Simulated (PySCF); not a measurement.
B(OH)(SeH)2 (BH₃OSe₂), SMILES OB([SeH])[SeH]. Geometry optimised at PBE-D3(BJ)/def2-SVP. The values are those of a single conformer.

Level of theory: PBE-D3(BJ)/def2-SVP (PySCF).

Harmonic wavenumbers (cm⁻¹): 136, 140, 269, 291, 383, 434, 461, 653, 728, 791, 1050, 1316, 2329, 2365, 3752. Rotational constants (GHz): 5.212, 1.088, 0.9003; symmetry number 1.

Task: Work out the zero-point energy and the ideal-gas rigid-rotor harmonic-oscillator thermochemistry at 298.15 K and 1 atm.

Result: ZPE = ½ Σ hcν = ½ × 15098 cm⁻¹ = 21.58 kcal/mol. H − E(el) = 26.11 kcal/mol. Entropy in cal/(mol K): translation 41.60, rotation 28.53, vibration 12.31, total 82.44. G − E(el) = 1.53 kcal/mol. Cp = 22.27 cal/(mol K). Modes under 150 cm⁻¹ make the vibrational entropy uncertain.
